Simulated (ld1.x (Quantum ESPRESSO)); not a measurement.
# lead: excitation energies, all-electron against RRKJ

lead (Pb), norm-conserving RRKJ (Kleinman–Bylander form), made with ld1.x (Quantum ESPRESSO) 7.5 (PBEsol, scalar-relativistic). Core [Xe] 4f14 5d10, reference 6s2 6p1 (charge +1). Waves: 6s (bound): rc 2.00 bohr; 6p (bound): rc 2.55 bohr. Local part: the p channel. Core correction: Bessel-smoothed model core inside 1.55 bohr. rho0 = 0.005.

Energies are relative to the spin-unpolarised reference configuration 6s2 6p1; without spin polarisation the order of configurations can differ from experiment. The frozen-core shift is the all-electron ΔE with the core orbitals held at their reference shape minus the fully relaxed ΔE.

```tsv
valence configuration	charge	ΔE all-electron (eV)	error AE − PS (meV)	frozen-core shift (meV)
6s2 6p2	0	-6.598	-11	+13
6s2 6p0	+2	13.447	-52	+58
6s2 6p1.5	+0.5	-4.095	-3.0	+4.0
6s1 6p3	0	2.173	-16	+9.9
6s0 6p4	0	11.308	-92	+76
6s1 6p2	+1	9.578	-37	+37
```

Q: What are ΔE and the potential's error for 6s1 6p0?

A: ΔE = 45.926 eV all-electron; the error (AE − PS) is -447 meV.

Levels in the configuration 6s1 6p3:

```json
{"level": "6s", "all-electron (eV)": "-13.206", "pseudo (eV)": "-13.247"}
{"level": "6p", "all-electron (eV)": "-4.246", "pseudo (eV)": "-4.248"}
```

Note: ghost state, extra bound levels that the all-electron valence spectrum of the same l lacks: d at -3.6 eV. A true bound ghost makes a file unfit for plane-wave use.
